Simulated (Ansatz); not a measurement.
Cost and result for the atomization energy of CH5BSeSi, SMILES `B1[SiH2]C[Se]1` (9 atoms, 9 bonds).

```xyz
9

B    -0.059   -0.691    1.466
Si    0.080   -0.788   -0.525
C    -0.028    1.116   -0.546
Se   -0.161    1.218    1.426
H    -0.089   -1.340    2.461
H    -1.036   -1.430   -1.279
H     1.356   -1.290   -1.114
H    -0.917    1.551   -1.001
H     0.855    1.654   -0.888
```

Total charge 0; spin multiplicity 1. Correlated methods include outer-core shells of Se, which these sets cover unevenly. Scalar relativity is left out up to krypton. The structure was optimised at the PBE0-D4/def2-TZVP level. Program: Ansatz. All runs use 4 threads of an Arm Neoverse V1 on a shared host. Times are those of one run each, without the atoms' runs, and a repeat can differ threefold. Electronic energies, without spin–orbit coupling; frozen cores. CCSD(T)/CBS adds CCSD(T) − MP2 in def2-TZVPP to the MP2 limit, and its time is that of the two runs behind it. T1 = 0.015. With those shells the extrapolation isn't a true limit. B3LYP takes the VWN-RPA correlation (the form of Gaussian; ORCA's B3LYP/G).

CCSD(T)/CBS is a level of theory with its own doubt, some kJ/mol a heavy atom from the limit and from the frozen cores, so smaller differences don't rank the functionals.

```csv
level,functions,wall time,atomization (kJ/mol),difference from CCSD(T)/CBS,per bond
PBE-D4/def2-TZVPP (with forces),222,2.3 s,3101.4,49.6,5.5
PBE0-D4/def2-TZVPP,222,2.8 s,3068.1,16.3,1.8
B3LYP-D4/def2-TZVPP (with forces),222,4 s,3044.8,-7.0,-0.8
r2SCAN-D4/def2-TZVPP (with forces),222,4.4 s,3075.0,23.2,2.6
B2PLYP/def2-TZVPP,222,5.5 s,3010.8,-41.0,-4.6
ωB97X-V/def2-TZVPP,222,8 s,3066.1,14.3,1.6
ωB97M-V/def2-TZVPP (with forces),222,12 s,3049.7,-2.1,-0.2
MP2/def2-QZVPP,423,25 s,3053.8,2.0,0.2
CCSD(T)/def2-TZVPP,222,100 s,2974.0,-77.8,-8.6
CCSD(T)/CBS(def2),–,2.1 min,3051.8,0.0,0.0
```

The D4 term adds +37.1 kJ/mol with B3LYP and +19.0 kJ/mol with PBE0; it sums over pairs of atoms, weighted by their polarisabilities, and B3LYP, whose exchange is more repulsive, gets the larger term. From PBE to PBE0 (25 % exact exchange), in def2-TZVPP and without D4, the atomization energy moves by −29.8 kJ/mol: exact exchange takes away binding that semilocal exchange gives to molecules. In def2-TZVPP, CCSD(T) changes the Hartree–Fock value by +711.9 kJ/mol (the triples alone add +49.6 kJ/mol) and MP2 by +746.6 kJ/mol; breaking electron pairs costs correlation energy, which Hartree–Fock lacks.
